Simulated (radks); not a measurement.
Coherent X-ray form factor from a spherical all-electron density. All-electron calculation, Dirac Kohn-Sham, BLYP, spin-unpolarised, spherical densities, point nucleus. Program: a radial shooting solver on a logarithmic mesh with Libxc functionals.

| sin(theta)/lambda (1/angstrom) | f0 (electrons) |
|---|---|
| 0.05 | 44.742 |
| 0.1 | 43.984 |
| 0.15 | 42.774 |
| 0.2 | 41.188 |
| 0.25 | 39.316 |
| 0.3 | 37.257 |
| 0.4 | 32.953 |
| 0.5 | 28.897 |
| 0.6 | 25.445 |
| 0.8 | 20.572 |
| 1 | 17.589 |
| 1.25 | 14.885 |
| 1.5 | 12.474 |
| 2 | 8.549 |

The species is in the configuration that NIST lists as its ground one. Which atom or ion scatters so?

Answer. The xenon ion Xe9+, [Kr] 4d9. Extrapolating in s^2 from the first two rows gives f0(0) = 45.0, near the electron count 45; among species with that count, the fall with angle is slower the higher Z, and the table is that of Z = 54; from so few rows the species is fixed only to a neighbour or two.
